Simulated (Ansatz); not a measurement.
Coupled-cluster diagnostics for Pb3Se2, Ansatz.

Geometry of the singlet (r2SCAN-D4/def2-SVP):

Cartesian coordinates in Å:
```
Pb -1.7898 0.9922 -0.9532
Pb -0.1319 -1.5318 0.4462
Pb 1.4526 0.5110 -1.6501
Se 2.3915 -0.3072 0.6142
Se -1.9223 0.3358 1.5428
```

In the def2 sets Pb takes a core potential; there is no spin–orbit coupling. Correlated methods freeze 30 core orbitals; core or outer-core shells of Pb, Se are correlated, in sets that lack core-valence functions. Another isomer (singlet) lies 1.05 eV lower at PBE0-D4/def2-TZVP; other spin states weren't run for this one.

(1) Estimate the CCSD(T) correlation energy, the shares of MP2 and (T), T1 and the reference's ⟨S²⟩ for: charge 0, singlet, own geometry in def2-SVP; and the rough time on 4 threads of Arm Neoverse V1 on a shared host.

Results:

(1) 
```json
{"state": "charge 0, singlet, own geometry", "basis": "def2-SVP", "correlation (eV)": "-21.804", "MP2 share (%)": "94.6", "(T) share (%)": "4.7", "T1": "0.021", "⟨S²⟩ (pure)": "0.00 (0.00)", "wall time": "66 s", "remarks": "large T1 (0.021), restricted SCF unstable"}
```
Customary marks for T1 are 0.02 (closed shells), 0.045 (open shells) and about 0.05 (3d metals). T1 exceeds 0.02 in 1 of 1 rows and 0.045 in 0; the higher it lies, the less the single-reference result can be trusted.
